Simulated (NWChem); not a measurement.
Molecule: CH$_{6}$ClNOSi; SMILES NC[Si@H](O)Cl

```xyz
11

N      0.4855    -2.5923    -0.0365
C      0.9474    -1.2294    -0.2864
Si    -0.2390     0.0658     0.3826
O     -1.7654    -0.1566    -0.2348
Cl     0.4506     1.9707    -0.0921
H      0.4550    -2.7878     0.9626
H     -0.4661    -2.7157    -0.3790
H      1.0940    -1.0791    -1.3712
H      1.9500    -1.0902     0.1531
H     -0.4016    -0.0453     1.8546
H     -1.9052     0.0704    -1.1593
```
Atoms are numbered in this order, from 1.

Computed with NWChem. All runs use the structure optimised with PBE0/def2-SVP. Total energies compare along this basis series because the functional is fixed.

```
level             basis functions  energy (Ha)  highest occupied level (eV)  orbital gap (eV)  dipole (D)  relative time
----------------  ---------------  -----------  ---------------------------  ----------------  ----------  -------------
TPSS/pcseg-1                  108    -921.4759                        -5.50              5.26        1.26              4
TPSS/aug-pcseg-1              177    -921.4962                        -5.63              4.72        1.08              9
TPSS/pcseg-2                  242    -921.6573                        -5.59              5.03        1.10             20
TPSS/STO-3G                    39    -910.8835                        -2.49              6.20        2.22              1
TPSS/def2-SVP                 108    -921.1725                        -5.23              5.44        1.22              3
```

Times are rough ratios from one shared machine.
